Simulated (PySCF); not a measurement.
**Working out the excitation energy of Be+**

Be+ [He] 2s1 (2S) → Be+ [He] 2p1 (2P). Calculation: PySCF 2.14, in x2c-QZVPPall; scalar relativity by spin-free X2C-1e. Frozen: nothing. Energies in hartree (1 hartree = 27.21139 eV):

```tsv
part	Be+ (lower)	Be+ (upper)
UHF	-14.279903	-14.133246
MP2 opposite-spin	-0.019768	-0.020050
MP2 same-spin	-0.000588	-0.001201
```

What does Hartree-Fock give?

(-14.133246) − (-14.279903) = 0.146657 hartree = 3.991 eV.

What do MP2 and SCS-MP2 (6/5 opposite-spin, 1/3 same-spin) give?

The opposite-spin parts differ by -0.008 eV and the same-spin parts by -0.017 eV. MP2: 3.991 + (-0.008) + (-0.017) = 3.966 eV. SCS-MP2: 3.991 + 1.2 × (-0.008) + (-0.017)/3 = 3.976 eV.

Measured between the centres of the two terms (NIST): 3.959 eV, so MP2 (valence and next inner shell) is off by 0.007 eV.

What remains against the reference includes basis incompleteness and correlation beyond second order.
